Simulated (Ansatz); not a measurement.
Ansatz (a first-principles code) input (B3LYP-D3(BJ)/def2-TZVP):

Ansatz 0.2 input:
```yaml
crystal:
  periodic: [false, false, false]
  atoms:
    - {symbol: C, position_ang: [-1.21002296, 0.06227007, -0.03490233]}
    - {symbol: C, position_ang: [0.23321791, 0.43607393, -0.03037097]}
    - {symbol: C, position_ang: [1.21211347, -0.44454610, 0.07207006]}
    - {symbol: Cl, position_ang: [2.87664539, 0.00174891, 0.07583426]}
    - {symbol: H, position_ang: [-1.68016040, 0.40419988, -0.95594486]}
    - {symbol: H, position_ang: [-1.72185984, 0.54569125, 0.79621450]}
    - {symbol: H, position_ang: [-1.33674890, -1.01343355, 0.04917211]}
    - {symbol: H, position_ang: [0.45610291, 1.49023994, -0.11602831]}
    - {symbol: H, position_ang: [1.05293712, -1.50798142, 0.16105465]}
basis:
  gaussian:
    orbitals: def2-TZVP
hamiltonian:
  xc: b3lyp
  dispersion: d3bj
relax: {f_tol: 0.002, max_steps: 150}
```

Output:

```
Functional definition: B3LYP
integrals: 0.07 GiB planned
1023 factors; their error is unknown
mean field: 0.67 GiB planned
mean field evaluation 1: about -15706.8009 eV, gradient 6.5e1 eV
mean field evaluation 2: about -15695.5054 eV, gradient 8.9e1 eV
mean field evaluation 4: about -15716.6892 eV, gradient 8.5e0 eV
mean field evaluation 8: about -15716.8673 eV, gradient 4.7e-1 eV
mean field evaluation 16: about -15716.8676 eV, gradient 1.9e-5 eV
mean field -15716.86759746 eV, -577.5842309312 hartree, gradient 1.9e-5 eV, S^2 0.000000; 0 other end points of the search recorded, 0 dependent functions left out
the calculation of the forces begins
reference -15716.86785570 eV, -577.5842404213 hartree; 20, 20 occupied and 140, 140 virtual orbitals, 1023 factors
relax step   1: F+E_penalty+E_count = -15717.16102009 eV  Δ(F+E_penalty+E_count) = +0.000e0 eV  max|allowed force component| = 4.191e-1 eV/Å  Δτ_max = 0.0000 Å  (28 SCF iters, accepted)
these checks for a lower state are left out or cut short: starts, cluster_reference, orbital_swaps, neighbouring_geometries, increment
integrals: 0.07 GiB planned
1023 factors; their error is unknown
mean field: 0.67 GiB planned
mean field -15716.87653957 eV, -577.5845595475 hartree, gradient 1.4e-5 eV, S^2 0.000000; 0 other end points of the search recorded, 0 dependent functions left out
the calculation of the forces begins
reference -15716.87679857 eV, -577.5845690656 hartree; 20, 20 occupied and 140, 140 virtual orbitals, 1023 factors
relax step   2: F+E_penalty+E_count = -15717.16900477 eV  Δ(F+E_penalty+E_count) = -7.985e-3 eV  max|allowed force component| = 2.135e-1 eV/Å  Δτ_max = 0.0159 Å  (32 SCF iters, accepted)
these checks for a lower state are left out or cut short: starts, cluster_reference, orbital_swaps, neighbouring_geometries, increment
integrals: 0.07 GiB planned
1023 factors; their error is unknown
mean field: 0.66 GiB planned
mean field -15716.87847703 eV, -577.5846307479 hartree, gradient 1.4e-5 eV, S^2 0.000000; 0 other end points of the search recorded, 0 dependent functions left out
the calculation of the forces begins
reference -15716.87873636 eV, -577.5846402783 hartree; 20, 20 occupied and 140, 140 virtual orbitals, 1023 factors
relax step   3: F+E_penalty+E_count = -15717.17056121 eV  Δ(F+E_penalty+E_count) = -1.556e-3 eV  max|allowed force component| = 6.356e-2 eV/Å  Δτ_max = 0.0089 Å  (32 SCF iters, accepted)
these checks for a lower state are left out or cut short: starts, cluster_reference, orbital_swaps, neighbouring_geometries, increment
integrals: 0.07 GiB planned
1023 factors; their error is unknown
mean field: 0.67 GiB planned
mean field evaluation 32: about -15716.8613 eV, gradient 5.2e-1 eV
mean field -15716.87855906 eV, -577.5846337626 hartree, gradient 1.4e-5 eV, S^2 0.000000; 0 other end points of the search recorded, 0 dependent functions left out
the calculation of the forces begins
reference -15716.87881836 eV, -577.5846432916 hartree; 20, 20 occupied and 140, 140 virtual orbitals, 1023 factors
relax step   4: F+E_penalty+E_count = -15717.17063813 eV  Δ(F+E_penalty+E_count) = -7.692e-5 eV  max|allowed force component| = 2.068e-2 eV/Å  Δτ_max = 0.0046 Å  (32 SCF iters, accepted)
these checks for a lower state are left out or cut short: starts, cluster_reference, orbital_swaps, neighbouring_geometries, increment
integrals: 0.07 GiB planned
1023 factors; their error is unknown
mean field: 0.67 GiB planned
mean field -15716.87858835 eV, -577.5846348390 hartree, gradient 1.4e-5 eV, S^2 0.000000; 0 other end points of the search recorded, 0 dependent functions left out
the calculation of the forces begins
reference -15716.87884760 eV, -577.5846443663 hartree; 20, 20 occupied and 140, 140 virtual orbitals, 1023 factors
relax step   5: F+E_penalty+E_count = -15717.17067812 eV  Δ(F+E_penalty+E_count) = -3.998e-5 eV  max|allowed force component| = 7.097e-3 eV/Å  Δτ_max = 0.0028 Å  (32 SCF iters, accepted)
these checks for a lower state are left out or cut short: starts, cluster_reference, orbital_swaps, neighbouring_geometries, increment
integrals: 0.07 GiB planned
1023 factors; their error is unknown
mean field: 0.67 GiB planned
mean field -15716.87858878 eV, -577.5846348548 hartree, gradient 1.4e-5 eV, S^2 0.000000; 0 other end points of the search recorded, 0 dependent functions left out
the calculation of the forces begins
reference -15716.87884801 eV, -577.5846443814 hartree; 20, 20 occupied and 140, 140 virtual orbitals, 1023 factors
relax step   6: F+E_penalty+E_count = -15717.17068191 eV  Δ(F+E_penalty+E_count) = -3.790e-6 eV  max|allowed force component| = 1.881e-3 eV/Å  Δτ_max = 0.0009 Å  (32 SCF iters, accepted)
integrals: 0.07 GiB planned
1023 factors; their error is unknown
mean field: 0.67 GiB planned
mean field evaluation 64: about -15716.8504 eV, gradient 2.3e0 eV
mean field -15716.87858878 eV, -577.5846348548 hartree, gradient 1.4e-5 eV, S^2 0.000000; 1 other end points of the search recorded, 0 dependent functions left out
the calculation of the forces begins
reference -15716.87884801 eV, -577.5846443814 hartree; 20, 20 occupied and 140, 140 virtual orbitals, 1023 factors
Total energy: -15717.17094114 eV, -577.5953786057 hartree
Atom 0 at    -1.213788     0.063981    -0.034735 Å, force    -0.000936     0.000136     0.000060 eV/Å
Atom 1 at     0.233702     0.440571    -0.029736 Å, force     0.001064    -0.000243     0.000257 eV/Å
Atom 2 at     1.215526    -0.440614     0.070628 Å, force     0.000623     0.000031     0.001881 eV/Å
Atom 3 at     2.899540    -0.001616     0.076875 Å, force    -0.000706    -0.000034    -0.000401 eV/Å
Atom 4 at    -1.698791     0.396281    -0.956600 Å, force    -0.000004     0.000019    -0.000478 eV/Å
Atom 5 at    -1.742999     0.543130     0.793437 Å, force    -0.000095     0.000427     0.000182 eV/Å
Atom 6 at    -1.349793    -1.014439     0.052353 Å, force    -0.000243    -0.000230     0.000095 eV/Å
Atom 7 at     0.478837     1.493920    -0.113066 Å, force    -0.000235    -0.000060    -0.000399 eV/Å
Atom 8 at     1.059991    -1.506951     0.157944 Å, force     0.000532    -0.000045    -0.001197 eV/Å
Dipole moment:    -0.401360    -0.033132    -0.007383 e Å
```
